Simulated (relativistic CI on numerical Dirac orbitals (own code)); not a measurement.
# La XLVII: computed level list

Computed by Dirac-Coulomb-Breit CI, separate exchange-only KLI orbitals for each configuration, model QED, unscaled Slater integrals (own radial code, finite nucleus).

CI space (outside the closed core [Ne]): 3s, 3p, 3d, 4s, 4p, 4d, 4f, 5s, 5p, 5d, 5f, 5g, 6s, 6p, 6d. Levels of other configurations are missing.

The lowest level is 3s 2S_1/2, with 100 % of that term; Hund's rules for 3s give 2S with J = 1/2, in agreement.

| No. | Configuration | Term | J | E (10³ cm⁻¹) | % | Landé g |
| --- | --- | --- | --- | --- | --- | --- |
| 1 | 3s | 2S | 1/2 | 0.0 | 100 | 1.992 |
| 2 | 3p | 2P° | 1/2 | 873.0 | 100 | 0.656 |
| 3 | 3p | 2P° | 3/2 | 1764.4 | 100 | 1.326 |
| 4 | 3d | 2D | 3/2 | 2857.6 | 100 | 0.792 |
| 5 | 3d | 2D | 5/2 | 3058.7 | 100 | 1.193 |
| 6 | 4s | 2S | 1/2 | 13964.1 | 100 | 1.997 |
| 7 | 4p | 2P° | 1/2 | 14325.1 | 100 | 0.660 |
| 8 | 4p | 2P° | 3/2 | 14688.3 | 100 | 1.330 |
| 9 | 4d | 2D | 3/2 | 15102.2 | 100 | 0.795 |
| 10 | 4d | 2D | 5/2 | 15189.5 | 100 | 1.196 |
| 11 | 4f | 2F° | 5/2 | 15408.9 | 100 | 0.853 |
| 12 | 4f | 2F° | 7/2 | 15446.4 | 100 | 1.139 |
| 13 | 5s | 2S | 1/2 | 20172.7 | 100 | 1.999 |
| 14 | 5p | 2P° | 1/2 | 20354.3 | 100 | 0.662 |
| 15 | 5p | 2P° | 3/2 | 20536.7 | 100 | 1.331 |
| 16 | 5d | 2D | 3/2 | 20739.2 | 100 | 0.797 |
| 17 | 5d | 2D | 5/2 | 20784.3 | 100 | 1.198 |
| 18 | 5f | 2F° | 5/2 | 20892.7 | 100 | 0.854 |
| 19 | 5f | 2F° | 7/2 | 20912.0 | 100 | 1.141 |
| 20 | 5g | 2G | 7/2 | 20926.6 | 100 | 0.886 |
| 21 | 5g | 2G | 9/2 | 20938.1 | 100 | 1.109 |
| 22 | 6s | 2S | 1/2 | 23465.1 | 100 | 2.000 |
| 23 | 6p | 2P° | 1/2 | 23568.8 | 100 | 0.664 |
| 24 | 6p | 2P° | 3/2 | 23673.1 | 100 | 1.332 |
| 25 | 6d | 2D | 3/2 | 23787.3 | 100 | 0.798 |
| 26 | 6d | 2D | 5/2 | 23813.5 | 100 | 1.199 |

Energies count from the lowest computed level; ° marks odd parity.

The mean weight of the leading LS term, summed over parents, in these 26 levels is 100 %, and that of the leading jj configuration (from the same eigenvectors) 100 %.

At this charge energies of transitions that change n are usually good to better than 1 %, and those within a shell (Δn = 0) to a few per cent.
